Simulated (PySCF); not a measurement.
C6H12OSi.
Z-matrix (Å and degrees, GFN2-xTB geometry), rows numbered from 1:
```
C 
C   1  1.5206
O   2  1.4026  1  109.50
Si  3  1.6217  2  128.29  1   176.17
C   4  1.8956  3  107.10  2  -179.61
C   5  1.4975  4  103.78  3   125.12
C   6  1.3214  5  119.35  4    -3.93
C   7  1.5011  6  119.06  5    -0.05
H   1  1.0867  2  109.79  3   -58.30
H   1  1.0864  2  109.99  3    61.09
H   1  1.0865  2  110.05  3  -178.55
H   2  1.0962  1  110.27  3   120.69
H   2  1.0966  1  110.49  3  -120.16
H   4  1.4703  3  111.25  2    53.69
H   5  1.0895  4  113.09  3  -115.90
H   5  1.0905  4  113.59  3     5.70
H   6  1.0812  5  118.35  4   176.58
H   7  1.0813  6  122.48  5  -179.60
H   8  1.0931  4  113.49  3     1.66
H   8  1.0909  4  114.61  3   124.02
```

NICS is the negative of the GIAO shielding at a point without a nucleus: at the ring centre (0) and 1 Å above and below it (1); zz is the component along the ring normal. Level: GIAO PBE0/pcSseg-1 (PySCF, non-relativistic, gas phase) on the GFN2-xTB geometry, one conformer.

Ring bond lengths (Å), with Mayer bond orders in brackets: Si4–C5 1.896 (0.89), C5–C6 1.497 (1.04), C6–C7 1.321 (1.91), C7–C8 1.501 (1.04), C8–Si4 1.910 (0.86).

Question: What do the NICS probes read (ppm)?

Answer: 
```csv
ring,type,NICS(0),"NICS(1), two faces","NICS(1)zz, two faces",rms pucker (Å),"centre to ring atoms, mean (Å)"
Si4–C5–C6–C7–C8,"5-membered ring with Si; formal bonds 1 double, 4 single",-1.4,-3.4 / -1.9,-2.9 / 0.2,0.03,1.37
```

Question: What can be read from them?

Answer: 
- Si4–C5–C6–C7–C8: mean NICS(1)zz -1.4 ppm, near zero. Si4, C5, C8 have four or more neighbours, and the NICS criterion for π rings isn't applied. The two faces differ by 3.1 ppm, so no symmetry operation interchanges them.

Question: At the first NICS(1) probe listed for ring Si4–C5–C6–C7–C8, 1 Å off the ring, what do the in-plane components average?

Answer: The isotropic value is a third of the trace: (3 × -3.4 − (-2.9))/2 = -3.6 ppm.

Question: What are the shieldings of the ring atoms and their hydrogens in the same run (means over atoms taken as equivalent)?

Answer: 
```csv
atoms,environment,σ isotropic (ppm),"principal values of the symmetric part, first atom (ppm)"
Si4,oxygen-bound silicon,338.4,"279.2, 343.4, 392.5"
C5 (×2),sp3 carbon bound to silicon,166.2,"149.7, 162.9, 184.6"
C6 (×2),alkene CH carbon,49.4,"-62.1, 63.5, 145.4"
H14,Si–H hydrogen,26.28,"23.1, 24.6, 31.2"
H15 (×2),methylene hydrogen,30.20,"25.7, 27.9, 36.6"
H16 (×2),methylene hydrogen,30.12,"26.0, 28.2, 36.1"
H17 (×2),vinylic hydrogen,25.65,"23.4, 26.1, 27.3"
```
